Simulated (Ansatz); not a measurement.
Species: trichloro(fluoro)methane, CCl₃F, charge 0, multiplicity 1. 
Structure (B3LYP-D3(BJ)/def2-TZVP (Ansatz, a program for electronic structure) minimum search):
```
C
F 1 1.3406
Cl 1 1.7761 2 108.42
Cl 1 1.7761 2 108.42 3 -120.00
Cl 1 1.7761 2 108.42 4 -120.00
```
Charge 0, spin multiplicity 1.

Wanted: atomisation energy (electronic, to ground-state atoms), in kcal/mol. Cores are frozen in the correlated levels unless marked. UHF or UKS for open shells. No spin-orbit coupling. Non-relativistic. The coupled-cluster limit lacks core correlation, which all-electron functionals hold. CBS(X,Y): correlation extrapolated as X^-3; Hartree-Fock from the larger set (for Q and 5 zeta extrapolated as (X+1)exp(-9√X)).

```json
[
 {"level": "HF/aug-cc-pV(Q+d)Z", "program": "Ansatz", "atomisation energy (kcal/mol)": "208.8", "minus last row": "-143.4"},
 {"level": "B97M-V/def2-TZVPD", "program": "Ansatz", "atomisation energy (kcal/mol)": "355.8", "minus last row": "3.6"},
 {"level": "B3LYP-D4/def2-TZVPD", "program": "Ansatz + dftd4", "atomisation energy (kcal/mol)": "343.8", "minus last row": "-8.4"},
 {"level": "PBE0-D4/def2-TZVPD", "program": "Ansatz + dftd4", "atomisation energy (kcal/mol)": "359.0", "minus last row": "6.8"},
 {"level": "CAM-B3LYP/def2-TZVPD", "program": "Ansatz", "atomisation energy (kcal/mol)": "342.1", "minus last row": "-10.1"},
 {"level": "LC-wPBE-D4/def2-TZVPD", "program": "Ansatz + dftd4", "atomisation energy (kcal/mol)": "353.6", "minus last row": "1.4"},
 {"level": "wB97X/def2-TZVPD", "program": "Ansatz", "atomisation energy (kcal/mol)": "350.4", "minus last row": "-1.8"},
 {"level": "B2PLYP/def2-TZVPD", "program": "Ansatz", "atomisation energy (kcal/mol)": "342.0", "minus last row": "-10.2"},
 {"level": "MP2/cc-pV(Q+d)Z", "program": "Ansatz", "atomisation energy (kcal/mol)": "369.2", "minus last row": "17.0"},
 {"level": "MP2/CBS(cc-pV(T+d)Z,cc-pV(Q+d)Z)", "program": "Ansatz", "atomisation energy (kcal/mol)": "376.1", "minus last row": "23.9"},
 {"level": "MP2/CBS(cc-pV(Q+d)Z,cc-pV(5+d)Z)", "program": "Ansatz", "atomisation energy (kcal/mol)": "377.5", "minus last row": "25.3"},
 {"level": "SCS-MP2/6-31G", "program": "Ansatz", "atomisation energy (kcal/mol)": "234.0", "minus last row": "-118.2"},
 {"level": "CCSD(T)/6-31G", "program": "Ansatz", "atomisation energy (kcal/mol)": "233.6", "minus last row": "-118.6"},
 {"level": "CCSD(T) with core electrons (1s frozen past Ne)/cc-pwCVTZ", "program": "Ansatz", "atomisation energy (kcal/mol)": "336.4", "minus last row": "-15.8"},
 {"level": "CCSD(T)/CBS(cc-pV(Q+d)Z,cc-pV(5+d)Z)", "program": "Ansatz", "atomisation energy (kcal/mol)": "352.2", "minus last row": "0.0"}
]
```
